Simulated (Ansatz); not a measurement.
Gas-phase electronic energies from Ansatz, PBE0-D4/def2-TZVP geometries. CCSD(T)/CBS adds triple-zeta CCSD(T) − MP2 to the extrapolated MP2 energy (def2 sets, frozen cores). This one scheme is used for every species. DFT in def2-TZVPP. B3LYP here is the variant with VWN-RPA as its local correlation; programs differ in this. HSE06 is defined as in plane-wave codes. For Se outer-core shells are correlated without core-valence functions, which leaves a few kJ/mol of doubt a bond. Scalar relativity is left out up to krypton. One conformer a species, not always the lowest.

Reaction (formal exchange of groups at the Se–Si bond): `S[SiH2][SeH]` + `[NH2][AlH2]` → `[NH2][AlH][SeH]` + `[SiH3]S`

```csv
level,ΔE (kcal/mol),difference from CCSD(T)/CBS
PBE-D4,-12.7,1.4
B3LYP-D4,-13.4,0.7
ωB97M-V,-13.7,0.4
HSE06,-14.0,0.1
BHLYP,-15.0,-0.9
RPA@PBE/def2-TZVPP,-14.2,-0.1
CCSD/def2-SVP,-15.4,-1.3
CCSD(T)/def2-SVP,-15.1,-1.0
CCSD(T)/def2-TZVPP,-14.6,-0.5
HF/CBS(def2),-16.0,-1.9
CCSD(T)/CBS,-14.1,0
```

Q: What do rigid-rotor, harmonic-oscillator terms from PBE0-D4/def2-TZVP frequencies (298.15 K, 1 bar) make of the CCSD(T)/CBS value? (Estimate.)

A: Computed: ΔZPE = +0.6 kcal/mol, ΔH = -13.5 kcal/mol, ΔS = 9 J/(mol·K), ΔG = -14.1 kcal/mol.

Largest T1 diagnostic among the species: 0.011.

At CCSD(T), def2-SVP lies −1.0 kcal/mol from the extrapolated value and def2-TZVPP −0.5 kcal/mol. From BLYP to BHLYP (50 % exact exchange), in def2-TZVPP and without D4, ΔE moves by −1.3 kcal/mol. In def2-TZVPP, CCSD(T) changes the Hartree–Fock value by +1.4 kcal/mol (the triples alone add +0.3 kcal/mol) and MP2 by +1.8 kcal/mol.
